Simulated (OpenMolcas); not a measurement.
## Fe3+: ligand-field states by method

Fe3+ with its 6 nearest oxide ions at 2.053 Å, on the Mg site of MgO (a = 4.2112 Å, distance in the model lattice 2.106 Å). The rest of the host is ab initio model potentials to 7.6 Å, with orthogonalisation functions on the cations behind the ligands, and point charges beyond; the distance is set by hand and nothing relaxes, and no local charge compensation is placed. Ligand basis ANO-RCC-VDZP.
```
Fe    0.0000    0.0000    0.0000
O     2.0530    0.0000    0.0000
O     0.0000    2.0530    0.0000
O    -2.0530    0.0000    0.0000
O     0.0000   -2.0530    0.0000
O     0.0000    0.0000    2.0530
O     0.0000    0.0000   -2.0530
```

- Program: OpenMolcas 26.06
- Basis: ANO-RCC-VDZP [5s4p2d1f]
- Scalar Hamiltonian: DKH2, point nucleus
- Active space: 5 electrons in 5 orbitals (3d)
- State averaging: 2S+1 = 6 even, 1 root; 2S+1 = 4 even, 24 roots; 2S+1 = 2 even, 75 roots
- Spin-orbit coupling: state interaction with AMFI integrals over the reference wave functions

I. CASSCF
II. SS-CASPT2, IPEA 0.25 Eh, imaginary shift 0.1 Eh (closed shells correlated: 3s 3p and the ligand valence shells)

Spin-free states (labels of O, the rotations of Oh) in cm-1, each column counted from its own energy of the first state listed:

```tsv
State	Degeneracy	I	II
6A1	1	0	0
4T1	3	22140	10920
2T2	3	27967	7400
4T2	3	28427	15290
4A1	1	32152	22970
4E	2	32701	22910
2T1	3	36964	19810
2A2	1	37343	18340
4T2	3	37930	25890
2T2	3	39389	21770
4E	2	40218	28290
2E	2	41630	22780
2A1	1	45573	30850
4T1	3	46591	39190
2T1	3	47478	27190
2E	2	48453	30880
2T2	3	48507	32000
2T2	3	51527	31280
4A2	1	52817	37000
2A1	1	54627	34250
```

From I to II, I's first state of another spin (4T1) moves from 22140 to 10920 cm-1, by about -11000 cm-1. In II another state of that kind comes below it.

I: A least-squares ligand-field fit to the states below 45000 cm-1, each weighted by its degeneracy and with a free common offset, gives 10Dq = 13166 cm-1, B = 1167 cm-1 and C = 4188 cm-1 (C/B = 3.59), with an rms deviation of 260 cm-1. The same method and metal basis give the free ion B = 1302 cm-1 (fit to its terms below 60000 cm-1, rms deviation 22 cm-1), so the nephelauxetic ratio is β = 1167 / 1302 = 0.90; it hangs on how both fits weigh the states, and computed free-ion B values tend to be too large, so β mixes covalency with correlation.

χT at 300 K: I 4.38, II 4.38 cm3 K/mol.

Roots that are degenerate in the reference are averaged as groups; the widest CASPT2 spread within a group is 190 cm-1 (the 2-fold group of multiplicity 2 near 22800 cm-1 above the lowest state of its run, II). Shifts and gaps below about the spread of the groups concerned are not significant. Over all roots computed the reference weight is 0.66 to 0.71 in II; a low but even weight reflects the number of correlated electrons. Ligand-to-metal charge-transfer states are missing. With no ligand orbital active B as a rule stays too high, so bands that hang on it stand too high and its fall with covalency is understated. Without dynamic correlation the repulsion within the d shell is too large (B by tens of per cent), so at a given field states of lower spin stand too high (holds for I). With metal d orbitals alone and no dynamic correlation 10Dq can be off by a tenth to a fifth, either way, in oxide and fluoride hosts (holds for I). This shell can be high or low spin here, a state of another spin lies low, and with metal d orbitals alone active their balance is uncertain, so the ground spin may be wrong (holds for II). These CASPT2 states fit no ligand-field parameters well, so their order and spin gaps are uncertain (holds for II). With one d shell and no ligand orbital active, 10Dq can be off by a tenth or more (holds for II). No measured value stands beside these numbers; the geometry was set by hand and not optimised.
